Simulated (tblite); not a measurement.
C7H8O.
Structure used (GFN2-xTB), in Å, numbered top down from 1:
```
atom  x, y, z in Å
C1     2.629   -0.400    0.373
C2     1.320   -0.425    0.538
C3     0.331    0.231   -0.394
C4    -0.484    1.254    0.358
C5    -1.780    1.107    0.582
O6    -2.544    0.069    0.136
C7    -1.900   -0.832   -0.660
C8    -0.611   -0.803   -0.959
H9     3.301   -0.881    1.064
H10    3.086    0.105   -0.463
H11    0.877   -0.936    1.383
H12    0.891    0.715   -1.206
H13    0.036    2.116    0.742
H14   -2.379    1.816    1.136
H15   -2.589   -1.574   -1.036
H16   -0.191   -1.554   -1.607
```

Computed values, GFN2-xTB/tblite, gas phase, harmonic and unscaled. Against measured fundamentals such values can be off by several per cent, at times by over 20. One conformer, not necessarily the lowest.

Harmonic wavenumbers (cm⁻¹): 54.0, 56.3, 234.9, 284.2, 354.0, 414.0, 500.0, 596.9, 599.5, 658.6, 768.6, 801.0, 868.2, 881.8, 897.7, 898.3, 927.8, 972.1, 998.7, 1014.2, 1023.9, 1104.4, 1120.7, 1199.5, 1221.4, 1245.5, 1273.4, 1296.7, 1303.0, 1337.7, 1414.6, 1701.2, 1707.0, 1731.9, 2874.8, 3056.9, 3082.0, 3083.3, 3092.9, 3108.4, 3110.2, 3119.0.

A = 4861, B = 1497, C = 1248 MHz; mass 108.058 u (most abundant isotopes); point group Cs, symmetry number 1.

Question: Zero-point energy?

Answer: ½Σν̃ = 27995 cm⁻¹ = 80.04 kcal/mol.

Question: Entropy at 298.15 K, 1 bar (ideal gas, RRHO, classical rotation)?

Answer: Translation 39.98, rotation 27.96, vibration 18.48: S = 86.4 cal/(mol K).

Question: And Cp and H(298.15 K) − H(0)?

Answer: Cp = 29.93 cal/(mol K), of which vibrations give 21.98 (their classical limit is 42 R = 83.5); H(298.15 K) − H(0) = 5.30 kcal/mol without the zero-point energy, 2.93 from vibrations.

Question: Which modes carry the vibrational entropy at 298.15 K?

Answer: 54.0 cm⁻¹: 4.67; 56.3 cm⁻¹: 4.58; 234.9 cm⁻¹: 1.84; 284.2 cm⁻¹: 1.51; 354.0 cm⁻¹: 1.15; 414.0 cm⁻¹: 0.91 cal/(mol K); the other 36 give 3.82 together.

Question: What must be added to the electronic energy to get the Gibbs energy at 298.15 K and 1 bar?

Answer: ZPE + [H(298.15 K) − H(0)] − T·S = 80.04 + 5.30 − 25.77 = 59.57 kcal/mol.

Question: Blend soft modes into free rotors: weight 1/[1 + (100 cm⁻¹/ν̃)⁴] for the oscillator and the rest for a rotor with moment μB/(μ + B), μ = h/(8π²ν), B = 10⁻⁴⁴ kg m². What vibrational entropy results?

Answer: 16.34 cal/(mol K) in place of 18.48, which changes −T·S at 298.15 K by +0.64 kcal/mol.

Hindered rotation and anharmonicity are outside this model. Other conformers, if any are populated, would add a mixing term that is left out.
